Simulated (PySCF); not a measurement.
## How methods differ on the interval between two levels of Ir

Ir [Xe] 4f14 5d7 6s2 [4F9/2, M_J = 9/2] → Ir [Xe] 4f14 5d9 [2D5/2, M_J = 5/2], as a difference of total energies. All numbers are calculated (PySCF 2.14, the two-component X2C-1e Hamiltonian, in x2c-TZVPall-2c). Correlated levels: [Kr] 4d10 4f14 frozen; the 34 highest virtual spinors dropped. "Screened" scales the spin-orbit matrix elements by Boettger's factors to mimic the two-electron term; Breit and QED terms are absent.

| method | interval between two levels (cm⁻¹) |
| --- | --- |
| GHF (screened spin-orbit) | 26226 |
| GMP2 (screened spin-orbit) | 21168 |

The labels give the starting determinants; with spin-orbit coupling the two ends relaxed to ⟨J²⟩ = 24.77, ⟨L²⟩ = 13.02, ⟨S²⟩ = 3.60 and ⟨J²⟩ = 10.51, ⟨L²⟩ = 8.69, ⟨S²⟩ = 1.35.

The determinant of the upper state mixes levels of different J (the jj label is only the starting occupation), so the difference between spin-free and spin-orbit rows is not the physical spin-orbit shift.
